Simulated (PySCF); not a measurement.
Species: C7H12N2.
Atom-mapped SMILES: `[CH3:1][C:2]([CH3:3])([CH3:4])[c:5]1[cH:6][n:7][nH:8][cH:9]1` (hydrogens: H10, H11, H12 on C1; H13, H14, H15 on C3; H16, H17, H18 on C4; H19 on C6; H20 on N8; H21 on C9)

The same species was optimised twice, with GFN2-xTB and with PBE0-D3(BJ)/def2-SVP (PySCF), and the same property calculations (PySCF, gas phase) were run on both structures.

```json
{"coordinate": "C5–C6 (Å)", "GFN2-xTB": "1.408", "PBE0-D3(BJ)/def2-SVP": "1.418", "change": "+0.010"}
{"coordinate": "C2–C5 (Å)", "GFN2-xTB": "1.503", "PBE0-D3(BJ)/def2-SVP": "1.513", "change": "+0.010"}
{"coordinate": "C6–N7 (Å)", "GFN2-xTB": "1.318", "PBE0-D3(BJ)/def2-SVP": "1.327", "change": "+0.009"}
{"coordinate": "C5–C9 (Å)", "GFN2-xTB": "1.380", "PBE0-D3(BJ)/def2-SVP": "1.387", "change": "+0.007"}
{"coordinate": "N8–C9 (Å)", "GFN2-xTB": "1.349", "PBE0-D3(BJ)/def2-SVP": "1.353", "change": "+0.004"}
{"coordinate": "N7–N8 (Å)", "GFN2-xTB": "1.328", "PBE0-D3(BJ)/def2-SVP": "1.326", "change": "-0.002"}
{"coordinate": "C2–C3 (Å)", "GFN2-xTB": "1.534", "PBE0-D3(BJ)/def2-SVP": "1.535", "change": "+0.001"}
{"coordinate": "C2–C4 (Å)", "GFN2-xTB": "1.534", "PBE0-D3(BJ)/def2-SVP": "1.534", "change": "0.000"}
{"coordinate": "C1–C2 (Å)", "GFN2-xTB": "1.530", "PBE0-D3(BJ)/def2-SVP": "1.530", "change": "0.000"}
{"coordinate": "N7–N8–C9 (°)", "GFN2-xTB": "112.2", "PBE0-D3(BJ)/def2-SVP": "113.5", "change": "+1.3"}
{"coordinate": "C6–N7–N8 (°)", "GFN2-xTB": "105.6", "PBE0-D3(BJ)/def2-SVP": "104.5", "change": "-1.1"}
{"coordinate": "C5–C6–N7 (°)", "GFN2-xTB": "111.5", "PBE0-D3(BJ)/def2-SVP": "112.2", "change": "+0.7"}
{"coordinate": "C4–C2–C5 (°)", "GFN2-xTB": "109.0", "PBE0-D3(BJ)/def2-SVP": "109.6", "change": "+0.6"}
{"coordinate": "C1–C2–C5 (°)", "GFN2-xTB": "110.6", "PBE0-D3(BJ)/def2-SVP": "110.1", "change": "-0.5"}
{"coordinate": "C6–C5–C9 (°)", "GFN2-xTB": "103.7", "PBE0-D3(BJ)/def2-SVP": "103.2", "change": "-0.5"}
{"coordinate": "C2–C5–C9 (°)", "GFN2-xTB": "127.1", "PBE0-D3(BJ)/def2-SVP": "127.6", "change": "+0.5"}
{"coordinate": "C3–C2–C5 (°)", "GFN2-xTB": "109.1", "PBE0-D3(BJ)/def2-SVP": "109.5", "change": "+0.4"}
{"coordinate": "C1–C2–C5–C6 (°)", "GFN2-xTB": "-1", "PBE0-D3(BJ)/def2-SVP": "-1", "change": "0"}
```

Rotational constants: A = 3128, B = 1195, C = 1066 MHz (GFN2-xTB) against A = 3115, B = 1179, C = 1053 MHz (PBE0-D3(BJ)/def2-SVP).

On the GFN2-xTB structure: HOMO (eV) -6.81 [PBE0/pcSseg-1]; LUMO (eV) 0.58 [PBE0/pcSseg-1]; dipole (D) 2.27 [PBE0/pcSseg-1]; GIAO shielding of C1/C3/C4 (mean) (ppm) 152.6 [PBE0/pcSseg-1]; GIAO shielding of C2 (ppm) 155.6 [PBE0/pcSseg-1]; GIAO shielding of C5 (ppm) 48.7 [PBE0/pcSseg-1]; GIAO shielding of C6 (ppm) 48.0 [PBE0/pcSseg-1]; GIAO shielding of N7 (ppm) -72.5 [PBE0/pcSseg-1]; GIAO shielding of N8 (ppm) 45.3 [PBE0/pcSseg-1]; GIAO shielding of C9 (ppm) 58.6 [PBE0/pcSseg-1].

Task: What do these properties become on the PBE0-D3(BJ)/def2-SVP structure?

Result: 
| property | level | on GFN2-xTB | on PBE0-D3(BJ)/def2-SVP | change |
| --- | --- | --- | --- | --- |
| HOMO (eV) | PBE0/pcSseg-1 | -6.81 | -6.85 | -0.04 |
| LUMO (eV) | PBE0/pcSseg-1 | 0.58 | 0.54 | -0.04 |
| dipole (D) | PBE0/pcSseg-1 | 2.27 | 2.29 | +0.02 |
| energy, GFN2-xTB geometry as zero (kcal/mol) | PBE0/pcSseg-1 | 0.0 | -0.6 | -0.6 |
| GIAO shielding of C1/C3/C4 (mean) (ppm) | PBE0/pcSseg-1 | 152.6 | 150.4 | -2.2 |
| GIAO shielding of C2 (ppm) | PBE0/pcSseg-1 | 155.6 | 154.4 | -1.2 |
| GIAO shielding of C5 (ppm) | PBE0/pcSseg-1 | 48.7 | 47.3 | -1.4 |
| GIAO shielding of C6 (ppm) | PBE0/pcSseg-1 | 48.0 | 45.0 | -3.0 |
| GIAO shielding of N7 (ppm) | PBE0/pcSseg-1 | -72.5 | -70.6 | +1.9 |
| GIAO shielding of N8 (ppm) | PBE0/pcSseg-1 | 45.3 | 44.1 | -1.2 |
| GIAO shielding of C9 (ppm) | PBE0/pcSseg-1 | 58.6 | 56.9 | -1.7 |

The heavy atoms differ by 0.017 Å rms after alignment. Among bonds between heavy atoms C2–C5, C5–C6 and C6–N7 change most and about equally (+0.009 to +0.010 Å). Changes are differences of the printed values. Neither structure is proved a minimum here.

Shape of the structure used: `[CH3:1][C:2]([CH3:3])([CH3:4])[c:5]1[cH:6][n:7][nH:8][cH:9]1`: C1–C2–C5–C6 -1°.
